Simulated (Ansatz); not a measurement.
`[SH][SnH2][Cl]` + H₂O → `[OH][SnH2][Cl]` + H₂S at 600 K and 1 bar (formal hydrolysis of the Sn–S bond).

Program: Ansatz. Geometries: PBE0-D4/def2-TZVP. ΔE: electronic, gas phase. CCSD(T)/CBS adds triple-zeta CCSD(T) − MP2 to the extrapolated MP2 energy (def2 sets, frozen cores). This one scheme is used for every species. Elements past krypton have def2 core potentials. For Sn outer-core shells are correlated without core-valence functions, which leaves a few kJ/mol of doubt a bond. One conformer a species, not always the lowest.

```tsv
species	CCSD(T)/CBS energy (Eh)	H − E (kJ/mol)	S (J/(mol·K))
`[SH][SnH2][Cl]`	-1073.44145	110.1	401.0
H₂O	-76.37941	76.8	212.8
`[OH][SnH2][Cl]`	-750.83217	118.4	385.2
H₂S	-398.97279	60.8	230.9
```

H − E and S are ideal-gas, rigid-rotor, harmonic terms from PBE0-D4/def2-TZVP, for one conformer and one mirror image of each species. 1 Eh = 2625.50 kJ/mol, R = 8.31446 J/(mol·K).

Question: By hand: ΔE, ΔH, ΔS and ΔG.

Answer: ΔE = (-750.83217) + (-398.97279) − (-1073.44145) − (-76.37941) = 0.01590 Eh = 41.7 kJ/mol. Δ(H − E) = 118.4 + 60.8 − 110.1 − 76.8 = -7.7, so ΔH = 34.0 kJ/mol. ΔS = 385.2 + 230.9 − 401.0 − 212.8 = 2.3 J/(mol·K). ΔG = 34.0 − 600 × (2.3)/1000 = 32.6 kJ/mol.

Question: By hand: the equilibrium constant, and the temperature at which ΔG would vanish if ΔH and ΔS stayed fixed.

Answer: log₁₀ K = −ΔG/(RT ln 10) = -2.8. ΔG = 0 at ΔH/ΔS = 14783 K, far beyond where these terms or the molecules hold.

The number of gas molecules stays the same, so ΔS is small and ΔH decides. A doubt of 5 kJ/mol in ΔE shifts log₁₀ K by 0.4 here. Other conformers and mirror images would add mixing entropy, several J/(mol·K) or more a flexible species. These are equilibria of isolated gas molecules and say nothing of rates. Largest T1 diagnostic: 0.013 (customary marks: 0.02 for closed shells, 0.045 for open ones).
